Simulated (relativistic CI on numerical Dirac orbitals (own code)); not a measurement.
Hyperfine structure of Pb IX, mass number 207

Computed by Dirac-Coulomb-Breit CI, orbitals from a KLI potential per configuration, model QED (radiative potential, 1s self-energy scaled to tabulated hydrogen-like ionisation energies), unscaled Slater integrals (own radial code, finite nucleus).

CI space (outside the closed core [Kr] 4d10 4f14 5s2): 5p6 5d6, 5p6 5d5 6s, 5p6 5d5 5f, 5p5 5d7, 5p6 5d5 6p, 5p6 5d5 5g, 5p6 5d4 6s 6p, 5p6 5d5 6d, 5p6 5d5 7p, 5p6 5d4 6s2, 5p6 5d3 5f 6s2, 5p6 5d3 6s2 6p, 5p6 5d3 5g 6s2, 5p6 5d3 6s2 6d. Double excitations out of closed p, d and f shells are left out; levels of such configurations are missing from the list, as are those of other unlisted configurations, and high levels can miss mixing partners.

Nuclear spin I = 1/2, μ = 0.5906 μN (tables of Stone and Pyykkö). The electronic factors are computed for point nuclear moments, without core polarisation or the Bohr-Weisskopf and QED corrections.

```tsv
Level	E (cm⁻¹)	A (MHz)
5p6 5d6 5D_4	0.0	1673
5p6 5d6 5D_3	15898.4	1001
5p6 5d6 5D_1	21166.2	1380
5p6 5d6 3G_5	34703.1	2482
5p6 5d6 3H_6	35161.9	2737
5p6 5d6 3D_1	53839.6	2941
```

Levels with J = 0, under 50 % of one LS term, or S terms without an open s electron are left out. Small factors come from cancelling terms and can be off by tens of per cent or more.

At this charge configurations can still be misplaced by up to about 7 % of their energy. Terms inside the open d or f shell come out 10 to 20 % too wide with unscaled integrals. Levels and lines within the n = 5 or 6 shells can be off by up to 10 % or somewhat more, and those that change n by about 2 %, since core polarisation is missing.

Problem. Give the hyperfine levels of 5p6 5d6 5D_4 relative to its centre of gravity.

Solution. With K = F(F + 1) − I(I + 1) − J(J + 1), E = AK/2: F = 7/2: -4182, F = 9/2: 3346 MHz.

LS names give the leading component of a level, which can be under half, so a name can repeat, a term be missing and a line seem to break the LS rules.
